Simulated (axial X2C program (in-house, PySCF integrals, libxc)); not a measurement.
**Testing model relations on CsSe**

A bond curve at the CCSD(T) level, two-component, was computed with an axial X2C code built on PySCF integrals (basis Cs dyall-cv3z [15s15p9d4f1g], Se dyall-cv3z [8s9p6d4f1g] (cores contracted in-house)) for the state Ω = 3/2 (⟨Sz⟩ = 0.50, ⟨Lz⟩ = 1.00 at HF). Its fit gives Re = 3.2340 Å, ωe = 133.3 cm⁻¹, ωexe = 0.298 cm⁻¹ and αe = 1.027e-04 cm⁻¹; the masses are 132.9054 and 79.9165 u. Two-component means X2C with spin–orbit coupling and atomic mean-field Coulomb and Gaunt terms.

Correlated methods: 15 electrons correlated (number of frozen shells: Cs 4 s, 3 p, 2 d; Se 3 s, 2 p, 1 d), 311 virtual spin orbitals or spinors in MP2, 90 natural virtuals in coupled cluster.

Task: Find the reduced mass, Be and the force constant.

Result: From the CCSD(T) values: μ = 49.9071 u. Be = 16.8576/(μ Re²) = 0.0323 cm⁻¹. k = 5.8918×10⁻⁷ μ ωe² = 0.522 mdyn/Å.

Task: Estimate the centrifugal constant by the Kratzer relation.

Result: D = 4Be³/ωe² = 7.58e-09 cm⁻¹.

Task: Where do the fundamental and the first overtone lie?

Result: ν(1←0) = ωe − 2ωexe = 132.7 cm⁻¹; ν(2←0) = 2ωe − 6ωexe = 264.8 cm⁻¹.

Task: Estimate De from a Morse curve and compare with the computed well depth of 2.348 eV to Cs + Se.

Result: De(Morse) = ωe²/(4ωexe) = 1.848 eV against 2.348 eV computed, a ratio of 0.79. The extrapolation falls short: long-range attraction (ionic or ion–induced dipole) or a change of character along the curve can cause this.

Task: A Morse curve ties αe to the other constants (Pekeris). How well does that hold?

Result: αe(Morse) = 6Be²/ωe × (√(ωexe/Be) − 1) = 9.566e-05 cm⁻¹; the CCSD(T) curve gives 1.027e-04 cm⁻¹, a ratio of 0.93.

Occupations by symmetry block were frozen at the best pattern of an incomplete PBE0 search. Dissociation energies refer to the lowest single-determinant-based atoms at the same level and basis. Coupled cluster ran in a truncated set of natural virtual spinors; the MP2 energy of the rest was added. (T) has no such correction and the atoms are truncated less, which lowers De at CCSD(T) by a hundredth of an eV or more. Other states lie close and PBE0, whose exact exchange favours high spin, may order them wrongly; the determinant shown need not be the ground state. The nearest other 2c determinant of the search, Ω = 1/2, lies 0.14 eV up at the distance of the search.
